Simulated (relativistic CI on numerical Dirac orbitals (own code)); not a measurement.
# One change at a time: Os70+

Base calculation: Dirac-Coulomb-Breit CI, KLI orbitals optimised for each configuration, a model potential for QED, unscaled Slater integrals.

Configurations in the expansion (outside the closed core 1s2): 2s²2p², 2s2p³, 2p⁴, 2p³3s, 2p³3p, 2s²2p3s, 2p³3d, 2s²2p3p, 2s²2p3d, 2s2p²3s, 2s2p²3p, 2s2p²3d, 2s²2p4s, 2s²2p4p, 2s²2p4d, 2s²2p4f, 2s²3s², 2s2p²4s, 2s²3s3p, 2s2p²4p, 2s²3s3d, 2s2p²4d, 2s²2p5s, 2s2p²4f, 2s²3p², 2s²2p5p, 2s²2p5d, 2s²2p5f, 2s²2p5g, 2s²3p3d, 2s2p3s², 2s²3d², 2s2p3s3p, 2s2p3s3d, 2s2p3p², 2s2p3p3d. Levels of other configurations are missing.

Variants: (1) QED terms removed; (2) Breit term removed. Shifts of the energy above 2s²2p² ³P0, in eV, for the lowest level and the first level of each name with at least 55 % of one term (blank where a level changes its place among those of its configuration and J or its character, or is not in the variant):

```csv
Level,Base,Δ(1),Δ(2)
2s²2p² ³P0,0.0,0.0,0.0
2s²2p² ³P1,1599.0,-1.5,+21.6
2s²2p² ¹D2,1617.4,-1.5,+30.6
2s²2p² ³P2,3242.5,-2.6,+46.0
2s²2p² ¹S0,3308.2,-2.6,+36.0
2s2p³ ³D°3,3530.4,+17.3,+39.4
2s2p³ ³P°0,3597.0,+17.3,+17.9
2s2p³ ¹D°2,3629.9,+17.3,+32.7
2s2p³ ³P°1,3634.4,+17.3,+23.2
2p⁴ ³P2,3965.0,+37.3,+8.2
2p⁴ ¹S0,4033.8,+37.3,-2.0
2p⁴ ³P1,5581.3,+36.1,+23.4
2p⁴ ¹D2,5600.1,+36.1,+32.2
2p⁴ ³P0,7255.1,+34.7,+40.8
2s²2p3s ³P°0,11083.3,-4.3,+37.6
2s²2p3s ³P°1,11087.0,-4.4,+39.2
2s²2p3p ³D1,11175.9,+1.5,+34.0
2s²2p3p ³P0,11227.3,+1.6,+30.6
2s2p²3s ³P0,11414.7,+15.8,+15.0
2s²2p3d ³F°2,11739.4,+2.1,+41.1
2s²2p3s ³P°2,12732.6,-5.4,+59.3
2s²2p3s ¹P°1,12742.1,-5.5,+58.7
```

At this charge energies of transitions that change n are usually good to better than 1 %, and those within a shell (Δn = 0) to a few per cent.

Ionisation energy from the two ground configurations alone: base 19599.7 eV; Breit term removed 19644.5 eV. The NIST ASD value (theoretical) is 19600 eV.

LS names give the leading component of a level, which can be under half, so a name can repeat, a term be missing and a line seem to break the LS rules.
